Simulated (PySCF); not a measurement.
**Excitation energy of Te by level of theory**

Te [Kr] 4d10 5s2 5p4 (3P) → Te [Kr] 4d10 5s2 5p3 5d1 (5D), as a difference of total energies. Computed with PySCF 2.14 in aug-cc-pwCVTZ-PP with ECP28MDF (8s7p6d4f1g, 96 functions), with a scalar-relativistic core potential. Correlated levels: valence: 4s2 4p6 4d10 frozen; valence and next inner shell: nothing frozen outside the core potential. The calculations carry no spin-orbit coupling.

```
                                method  excitation energy (eV)
                                   UHF                   6.321
                                   LDA                   6.952
                                   PBE                   6.682
                                  PBE0                   6.768
                                r2SCAN                   6.874
                               wB97X-V                   7.305
                                 B3LYP                   6.995
                                  BLYP                   6.913
                                M06-2X                   6.760
                         MP2 (valence)                   6.758
                     SCS-MP2 (valence)                   6.919
    MP2 (valence and next inner shell)                   6.900
SCS-MP2 (valence and next inner shell)                   7.013
```

Problem. How much does correlation contribute at MP2 (valence and next inner shell)?

Solution. 6.900 − (6.321) = 0.579 eV, measured against UHF.

Errors of the correlated levels include the incompleteness of this basis and the frozen core.

The promoted electron is Rydberg-like, and one or two diffuse shells describe it only roughly, which tends to raise the upper state.

In the upper state the promoted electron has a positive orbital energy at LDA, PBE, r2SCAN, BLYP, so the basis confines it.

For comparison: 6.655 eV (measured; NIST levels, between the centres of gravity of the two terms).
